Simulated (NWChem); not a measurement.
System: CH$_{4}$AlClO; SMILES [Al]([OH])([CH3])[Cl]

Here is an NWChem input.

```
start job
memory heap 200 mb stack 900 mb global 1100 mb
geometry units angstroms noautosym
  Al    -0.109353    -0.523669    -0.007196
  Cl    -0.052944     1.604389     0.008419
  C      1.508141    -1.605604     0.002387
  H      1.387874    -2.485611    -0.716698
  H      1.675713    -2.031615     1.050669
  H      2.418244    -0.994307    -0.293480
  O     -1.641261    -1.279688    -0.014069
  H     -2.460006    -0.768108    -0.002260
end
basis spherical
  * library 6-31g*
end
dft
  xc b3lyp
  grid fine
  iterations 150
end
driver
  maxiter 120
  tight
end
task dft optimize
task dft freq
```

Parts of the log:

```
             Northwest Computational Chemistry Package (NWChem) 7.3.0
             --------------------------------------------------------

                             Geometry "geometry" -> ""
                             -------------------------

 Output coordinates in angstroms (scale by  1.889725989 to convert to a.u.)

  No.       Tag          Charge          X              Y              Z
 ---- ---------------- ---------- -------------- -------------- --------------
    1 Al                  13.0000    -0.03891438    -0.40525540    -0.00697883
    2 Cl                  17.0000     0.01749462     1.72280260     0.00863617
    3 C                    6.0000     1.57857963    -1.48719040     0.00260417
    4 H                    1.0000     1.45831263    -2.36719740    -0.71648083
    5 H                    1.0000     1.74615163    -1.91320140     1.05088617
    6 H                    1.0000     2.48868263    -0.87589340    -0.29326283
    7 O                    8.0000    -1.57082238    -1.16127440    -0.01385183
    8 H                    1.0000    -2.38956738    -0.64969440    -0.00204283

 Effective nuclear repulsion energy (a.u.)     191.8836125606

                                Z-matrix (autoz)
                                --------

 Units are Angstrom for bonds and degrees for angles

      Type          Name      I     J     K     L     M      Value
      ----------- --------  ----- ----- ----- ----- ----- ----------
    1 Stretch                  1     2                       2.12886
    2 Stretch                  1     3                       1.94601
    3 Stretch                  1     7                       1.70832
    4 Stretch                  3     4                       1.14279
    5 Stretch                  3     5                       1.14388
    6 Stretch                  3     6                       1.13557
    7 Stretch                  7     8                       0.96550
    8 Bend                     1     3     4               109.72820
    9 Bend                     1     3     5               109.47142
   10 Bend                     1     3     6               111.44328
   11 Bend                     1     7     8               121.72818
   12 Bend                     2     1     3               122.25614
   13 Bend                     2     1     7               117.78627
   14 Bend                     3     1     7               119.95523
   15 Bend                     4     3     5               107.77499
   16 Bend                     4     3     6               109.56857
   17 Bend                     5     3     6               108.77467
   18 Torsion                  2     1     3     4        -138.58875
   19 Torsion                  2     1     3     5         103.32649
   20 Torsion                  2     1     3     6         -17.04628
   21 Torsion                  2     1     7     8          -0.61292
   22 Torsion                  3     1     7     8         178.84070
   23 Torsion                  4     3     1     7          41.98284
   24 Torsion                  5     3     1     7         -76.10192
   25 Torsion                  6     3     1     7         163.52531

                           NWChem Geometry Optimization
                           ----------------------------

 maximum gradient threshold         (gmax) =   0.000015
 rms gradient threshold             (grms) =   0.000010
 maximum cartesian step threshold   (xmax) =   0.000060
 rms cartesian step threshold       (xrms) =   0.000040
 fixed trust radius                (trust) =   0.300000
 source of zmatrix                         =   autoz

          -------------------
          Energy Minimization
          -------------------

 Using diagonal initial Hessian
 Scaling for Hessian diagonals: bonds = 1.00  angles = 0.25  torsions = 0.10

          --------
          Step   0

                                 NWChem DFT Module
                                 -----------------

 Summary of "ao basis" -> "ao basis" (spherical)
 ------------------------------------------------------------------------------
       Tag                 Description            Shells   Functions and Types
 ---------------- ------------------------------  ------  ---------------------
 Al                          6-31g*                  8       18   4s3p1d
 Cl                          6-31g*                  8       18   4s3p1d
 C                           6-31g*                  6       14   3s2p1d
 H                           6-31g*                  2        2   2s
 O                           6-31g*                  6       14   3s2p1d

            General Information
            -------------------
          SCF calculation type: DFT
          Wavefunction type:  closed shell.
          No. of atoms     :     8
          No. of electrons :    48
           Alpha electrons :    24
            Beta electrons :    24
          Charge           :     0
          Spin multiplicity:     1
          Use of symmetry is: off; symmetry adaption is: off
          Maximum number of iterations: 150
          AO basis - number of functions:    72
                     number of shells:    36
          Convergence on energy requested:  1.00D-06
          Convergence on density requested:  1.00D-05
          Convergence on gradient requested:  5.00D-04

              XC Information
              --------------
                         B3LYP Method XC Potential
                     Hartree-Fock (Exact) Exchange  0.200
                        Slater Exchange Functional  0.800 local
                    Becke 1988 Exchange Functional  0.720 non-local
              Lee-Yang-Parr Correlation Functional  0.810
                  VWN I RPA Correlation Functional  0.190 local

             Grid Information
             ----------------
          Grid used for XC integration:  fine
          Radial quadrature: Mura-Knowles
          Angular quadrature: Lebedev.
          Tag              B.-S. Rad. Rad. Pts. Rad. Cut. Ang. Pts.
          ---              ---------- --------- --------- ---------
          Al                  1.25      123           8.0       770
          Cl                  1.00      123          11.0       770
          C                   0.70       70          11.0       590
          H                   0.35       60          12.0       590
          O                   0.60       70          11.0       590
          Grid pruning is: on
          Number of quadrature shells:   626
          Spatial weights used:  Erf1

      Superposition of Atomic Density Guess
      -------------------------------------

 Sum of atomic energies:        -815.71676996

      Non-variational initial energy
      ------------------------------

 Total energy =    -816.758419
 1-e energy   =   -1508.791384
 2-e energy   =     500.149353
 HOMO         =      -0.372565
 LUMO         =      -0.012852

   convergence    iter        energy       DeltaE   RMS-Dens  Diis-err
 ---------------- ----- ----------------- --------- --------- ---------
 d= 0,ls=0.0,diis     1   -818.4123151103 -1.01D+03  1.70D-02  6.96D-01
 d= 0,ls=0.0,diis     2   -818.3159424381  9.64D-02  1.04D-02  1.71D+00
 d= 0,ls=0.0,diis     3   -818.4862311720 -1.70D-01  2.23D-03  4.20D-02
 d= 0,ls=0.0,diis     4   -818.4899824965 -3.75D-03  9.80D-04  4.84D-03
 d= 0,ls=0.0,diis     5   -818.4907316079 -7.49D-04  1.22D-04  9.18D-05
  Resetting Diis
 d= 0,ls=0.0,diis     6   -818.4907449108 -1.33D-05  1.48D-05  1.56D-06
 d= 0,ls=0.0,diis     7   -818.4907450972 -1.86D-07  6.93D-06  1.33D-07

         Total DFT energy =     -818.490745097155
      One electron energy =    -1512.825321371153
           Coulomb energy =      564.985680679716
    Exchange-Corr. energy =      -62.534716966296
 Nuclear repulsion energy =      191.883612560578

 Numeric. integr. density =       47.999999924785

                       DFT Final Molecular Orbital Analysis
                       ------------------------------------

 Vector   22  Occ=2.000000D+00  E=-3.213525D-01
              MO Center=  9.1D-02,  1.6D-01, -2.0D-03, r^2= 4.4D+00
   Bfn.  Coefficient  Atom+Function         Bfn.  Coefficient  Atom+Function
  ----- ------------  ---------------      ----- ------------  ---------------
    25      0.409757  2 Cl px                26      0.295210  2 Cl py
    60      0.283902  7 O  py                29      0.217252  2 Cl px
    39     -0.217584  3 C  px                64      0.207926  7 O  py
    21     -0.160657  2 Cl px                 6      0.158721  1 Al s
     8     -0.155404  1 Al py                30      0.135860  2 Cl py

[...]

      ----------------------
      Optimization converged
      ----------------------

  Step       Energy      Delta E   Gmax     Grms     Xrms     Xmax
  ---- ---------------- -------- -------- -------- -------- --------
@   30    -818.49444725 -6.1D-09  0.00000  0.00000  0.00002  0.00006
                                     ok       ok       ok       ok

                                Z-matrix (autoz)
                                --------

 Units are Angstrom for bonds and degrees for angles

      Type          Name      I     J     K     L     M      Value     Gradient
      ----------- --------  ----- ----- ----- ----- ----- ---------- ----------
    1 Stretch                  1     2                       2.12882    0.00000
    2 Stretch                  1     3                       1.94504   -0.00000
    3 Stretch                  1     7                       1.70842   -0.00000
    4 Stretch                  3     4                       1.09512    0.00000
    5 Stretch                  3     5                       1.09639    0.00000
    6 Stretch                  3     6                       1.09641    0.00000
    7 Stretch                  7     8                       0.96557    0.00000
    8 Bend                     1     3     4               110.90442    0.00000
    9 Bend                     1     3     5               111.15608   -0.00000
   10 Bend                     1     3     6               111.14110    0.00000
   11 Bend                     1     7     8               121.50453   -0.00000
   12 Bend                     2     1     3               121.45531   -0.00000
   13 Bend                     2     1     7               117.84504    0.00000
   14 Bend                     3     1     7               120.69965    0.00000
   15 Bend                     4     3     5               108.23322    0.00000
   16 Bend                     4     3     6               108.22149   -0.00000
   17 Bend                     5     3     6               107.03187    0.00000
   18 Torsion                  2     1     3     4         179.78486   -0.00000
   19 Torsion                  2     1     3     5          59.32398   -0.00000
   20 Torsion                  2     1     3     6         -59.77914   -0.00000
   21 Torsion                  2     1     7     8           0.00979   -0.00000
   22 Torsion                  3     1     7     8        -179.98121    0.00000
   23 Torsion                  4     3     1     7          -0.22448   -0.00000
   24 Torsion                  5     3     1     7        -120.68536   -0.00000
   25 Torsion                  6     3     1     7         120.21153   -0.00000

                         Geometry "geometry" -> "geometry"
                         ---------------------------------

 Output coordinates in angstroms (scale by  1.889725989 to convert to a.u.)

  No.       Tag          Charge          X              Y              Z
 ---- ---------------- ---------- -------------- -------------- --------------
    1 Al                  13.0000    -0.04940290    -0.42486116     0.05024107
    2 Cl                  17.0000     0.00361686     1.65610800     0.49593004
    3 C                    6.0000     1.57385873    -1.49557585     0.00837089
    4 H                    1.0000     1.34738712    -2.53927442    -0.23391147
    5 H                    1.0000     2.08852819    -1.47196891     0.97616518
    6 H                    1.0000     2.27926857    -1.11522002    -0.73985526
    7 O                    8.0000    -1.57014891    -1.13333579    -0.27239982
    8 H                    1.0000    -2.38319066    -0.61277603    -0.25503130

 Effective nuclear repulsion energy (a.u.)     192.4144112092

                Final and change from initial internal coordinates
                --------------------------------------------------

                                Z-matrix (autoz)
                                --------

 Units are Angstrom for bonds and degrees for angles

[...]

 Rotational Constants
 --------------------
 A=   0.190330 cm-1  (  0.273836 K)
 B=   0.101048 cm-1  (  0.145382 K)
 C=   0.066825 cm-1  (  0.096144 K)

 Temperature                      =   298.15K
 frequency scaling parameter      =   1.0000

 Zero-Point correction to Energy  =   32.145 kcal/mol  (  0.051226 au)
 Thermal correction to Energy     =   36.263 kcal/mol  (  0.057789 au)
 Thermal correction to Enthalpy   =   36.856 kcal/mol  (  0.058733 au)

 Total Entropy                    =   81.563 cal/mol-K
   - Translational                =   39.515 cal/mol-K (mol. weight =  93.9766)
   - Rotational                   =   26.620 cal/mol-K (symmetry #  =        1)
   - Vibrational                  =   15.428 cal/mol-K

 Cv (constant volume heat capacity) =   20.560 cal/mol-K
   - Translational                  =    2.979 cal/mol-K
   - Rotational                     =    2.979 cal/mol-K
   - Vibrational                    =   14.601 cal/mol-K

[normal modes left out]

 ----------------------------------------------------------------------------
 Normal Eigenvalue ||           Projected Infra Red Intensities
  Mode   [cm**-1]  || [atomic units] [(debye/angs)**2] [(KM/mol)] [arbitrary]
 ------ ---------- || -------------- ----------------- ---------- -----------
    1       -0.000 ||    0.000003           0.000         0.003       0.001
    2       -0.000 ||    0.000153           0.004         0.149       0.042
    3        0.000 ||    0.000053           0.001         0.052       0.014
    4        0.000 ||    0.000041           0.001         0.040       0.011
    5        0.000 ||    0.000112           0.003         0.110       0.031
    6        0.000 ||    0.000055           0.001         0.053       0.015
    7       38.192 ||    0.000139           0.003         0.136       0.038
    8      157.556 ||    0.005386           0.124         5.250       1.471
    9      199.517 ||    0.022109           0.510        21.553       6.040
   10      203.479 ||    0.012647           0.292        12.329       3.455
   11      388.031 ||    0.167253           3.859       163.046      45.695
   12      452.430 ||    0.036717           0.847        35.794      10.031
   13      640.709 ||    0.053608           1.237        52.260      14.646
   14      674.507 ||    0.107673           2.484       104.965      29.417
   15      708.674 ||    0.042739           0.986        41.664      11.677
   16      753.079 ||    0.227809           5.256       222.080      62.240
   17      884.555 ||    0.103352           2.384       100.753      28.237
   18     1280.454 ||    0.013834           0.319        13.486       3.780
   19     1489.002 ||    0.002434           0.056         2.373       0.665
   20     1489.852 ||    0.001586           0.037         1.546       0.433
   21     3048.973 ||    0.002359           0.054         2.300       0.645
   22     3118.865 ||    0.006090           0.141         5.937       1.664
   23     3134.907 ||    0.007191           0.166         7.010       1.965
   24     3833.483 ||    0.065097           1.502        63.459      17.785
 ----------------------------------------------------------------------------
```

Level: B3LYP/6-31G* (spherical d).
